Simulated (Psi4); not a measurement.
NbCl5 (SMILES Cl[Nb](Cl)(Cl)(Cl)Cl): methods side by side

The species is NbCl5 (6 atoms), meant as a singlet with charge 0. As SMILES, `Cl[Nb](Cl)(Cl)(Cl)Cl`. The shape is that of a PBE0-D4/def2-TZVP optimisation.

Each level gives the vertical ionisation energy (to the doublet cation) (eV). The values are calculated.

| level | kind | program | value (eV) | CPU time (all runs) |
| --- | --- | --- | --- | --- |
| B3LYP/def2-TZVP (density fitting, core potential) | global hybrid | Psi4 | 10.83 | 3.4 min |
| BHLYP/def2-TZVP (density fitting, core potential) | global hybrid | Psi4 | 11.31 | 4.7 min |
| wB97M-V/def2-TZVP (density fitting, core potential) | range-separated hybrid | Psi4 | 11.41 | 16 min |
| wB97X-V/def2-TZVP (density fitting, core potential) | range-separated hybrid | Psi4 | 11.50 | 8.4 min |
| B2PLYP/def2-TZVP (density fitting, core potential, density fitting for correlation) | double hybrid | Psi4 | 11.01 | 3.4 min |

Spin-orbit coupling, which can split open shells on such heavy atoms by tenths of an eV, is left out. The values span 10.83 to 11.50 eV. CPU times are rough (shared hosts, several kinds of processor and program).
